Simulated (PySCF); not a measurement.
Isomers C$_{8}$H$_{12}$O$_{2}$:

A. SMILES C1[C@@H](OC(C)C)C(=O)C=C1
B. `C=C1CCC[C@H](C(=O)O)C1`
C. SMILES CC1=C[C@@H](C(=O)O)CCC1

Spectrum 1. $^{1}$H NMR (300 MHz, computed): δ 5.92 (br s, 1H), 5.86 (d, 1H), 3.17 (m, 1H), 2.56 (m, 1H), 2.08 (m, 1H), 1.98 (m, 1H), 1.86 (m, 1H), 1.86 (s, 3H), 1.58 (m, 1H), 1.39 (m, 1H). $^{13}$C{$^{1}$H} NMR (computed): δ 179.1 (C), 147.9 (C), 125.1 (CH), 42.1 (CH), 33.4 (CH2), 27.8 (CH3), 27.5 (CH2), 22.7 (CH2).

Spectrum 2. $^{1}$H NMR (300 MHz, computed): δ 7.91 (m, 1H), 6.25 (d, 1H), 5.05 (m, 1H), 3.73 (m, 1H), 3.02 (m, 1H), 2.64 (m, 1H), 1.13 (d, 3H), 1.09 (d, 3H). $^{13}$C{$^{1}$H} NMR (computed): δ 215.2 (C), 172.6 (CH), 140.1 (CH), 73.0 (CH), 70.7 (CH), 42.4 (CH2), 25.7 (CH3), 20.4 (CH3).

Spectrum 3. $^{1}$H NMR (300 MHz, computed): δ 6.01 (br s, 1H), 5.08 (m, 1H), 5.07 (m, 1H), 2.57 (m, 1H), 2.37 (m, 1H), 2.31 (m, 1H), 2.30 (m, 1H), 2.09 (m, 1H), 2.05 (m, 1H), 1.96 (m, 1H), 1.52 (m, 1H), 1.38 (m, 1H). $^{13}$C{$^{1}$H} NMR (computed): δ 181.6 (C), 156.4 (C), 114.8 (CH2), 47.8 (CH), 41.0 (CH2), 39.1 (CH2), 34.9 (CH2), 32.4 (CH2).

Theoretical values (PySCF 2.14.0 with density-fitted response routines): σ from GIAO-PBE0/pcSseg-1, GFN2-xTB geometry. Non-relativistic, fast rotation and ring inversion assumed for equivalent nuclei, in vacuum, one computed conformer.

Chemical shifts δ = σref − σ; $^{1}$H (31.72 ppm), $^{13}$C (186.93 ppm) against TMS, all at this level. Where no couplings were computed, multiplicities follow the n + 1 count of equivalent neighbours, and m marks all less simple cases (inequivalent or close neighbours, rings, F or P nearby). Acid and N–H amide carbonyl carbons lie up to 10 ppm further downfield in solution (hydrogen bonding). Shifts are as computed. Against solution values, carbons near 30 ppm lie about +3 ppm off and those near 130 ppm about +5 ppm. Of 1211 compounds with measured shifts, 218 miss one by over three times the rms of a fit or turn the order of signals round; such compounds aren't used in these exercises. OH and NH positions are gas-phase values without hydrogen bonding to other molecules.

Task: Which spectrum belongs to which compound?

Result: 1–C, 2–A, 3–B.

- Spectrum 1 (C): 8 $^{13}$C signals; δC 179.1 is a carboxylic acid carbon; δC 147.9 is a fully substituted alkene carbon.
- Spectrum 2 (A): 8 $^{13}$C signals; δC 215.2 is a ketone carbonyl carbon; δC 172.6 is a β carbon of a C=C–C=O unit.
- Spectrum 3 (B): 8 $^{13}$C signals; δC 181.6 is a carboxylic acid carbon; δC 156.4 is a fully substituted alkene carbon.
